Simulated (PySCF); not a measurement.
# Electron correlation in Tl²⁺ (thallium, charge +2)

Starting occupation: [Xe] 4f14 5d10 6s1, 6s1/2 with m_j = +1/2. All numbers are calculated (PySCF 2.14, X2C-1e with screened-nucleus spin-orbit coupling, Gaussian nucleus, in x2c-SVPall-2c with one added diffuse shell each of s, p type (8s12p7d2f, 93 functions)). Frozen: [Kr] 4d10 4f14; 19 electrons correlated; the 22 highest virtual spinors left out.

MP2 pair energies summed by pair of shells (mhartree):

| pair | energy | share (%) |
| --- | --- | --- |
| 5d3/2-5d5/2 | -88.84 | 32.5 |
| 5d5/2-5d5/2 | -62.07 | 22.7 |
| 5d3/2-5d3/2 | -27.87 | 10.2 |
| 5d5/2-6s1/2 | -25.60 | 9.4 |
| 5d3/2-6s1/2 | -16.29 | 6.0 |
| 5d5/2-5p3/2 | -11.08 | 4.1 |
| 5p3/2-5p3/2 | -7.41 | 2.7 |
| 5d3/2-5p3/2 | -7.13 | 2.6 |
| 5p1/2-5p3/2 | -6.91 | 2.5 |
| 5d5/2-5p1/2 | -4.33 | 1.6 |
| 5d5/2-5s1/2 | -3.24 | 1.2 |
| 5d3/2-5p1/2 | -2.91 | 1.1 |
| 5d3/2-5s1/2 | -2.01 | 0.7 |
| 5p3/2-5s1/2 | -1.87 | 0.7 |
| 5p3/2-6s1/2 | -1.54 | 0.6 |
| 5p1/2-5p1/2 | -1.47 | 0.5 |
| 5s1/2-5s1/2 | -0.87 | 0.3 |
| 5p1/2-5s1/2 | -0.86 | 0.3 |
| 5p1/2-6s1/2 | -0.46 | 0.2 |
| 5s1/2-6s1/2 | -0.25 | 0.1 |

Total MP2 correlation energy: -272.98 mhartree.

This basis was not built for core-valence correlation, so the inner-shell part is incomplete.
